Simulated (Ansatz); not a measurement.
`C[AsH]C` → `C[AsH]`• + `[CH3]`•  (homolysis of the As–C bond)

Program: Ansatz. Geometries: PBE0-D4/def2-TZVP. ΔE: electronic, gas phase. CBS: MP2 limit from def2 TZ/QZ plus the TZ coupled-cluster correction, frozen cores. This one scheme is used for every species. Functionals use def2-TZVPP. HSE06 is defined as in plane-wave codes. Open shells (•) are unrestricted, without spin–orbit coupling. For As outer-core shells are correlated without core-valence functions, which leaves a few kJ/mol of doubt a bond. Scalar relativity is left out up to krypton.

```tsv
level	ΔE (kJ/mol)
HSE06-D4	284.4
HF/def2-TZVPP	165.9
SCS-MP2/def2-TZVPP	295.8
HF/CBS(def2)	165.2
```

(1) What does CCSD(T)/CBS give? (Estimate.)

Largest T1 diagnostic among the species: 0.011.

Results:

(1) Computed: +294.1 kJ/mol. The listed levels differ from it by -9.7, -128.2, 1.7, -128.9 kJ/mol.

Leaving LDA and LC-ωPBE aside and taking each functional with its dispersion term where it has one, the values, not all of them listed here, spread over 31.1 kJ/mol, from r2SCAN0-D4 to ωB97X-V. LDA lies +67.9 kJ/mol from PBE without D4, its usual overbinding. From PBE to PBE0 (25 % exact exchange), in def2-TZVPP and without D4, ΔE moves by −5.9 kJ/mol: exact exchange takes away binding that semilocal exchange gives to molecules.
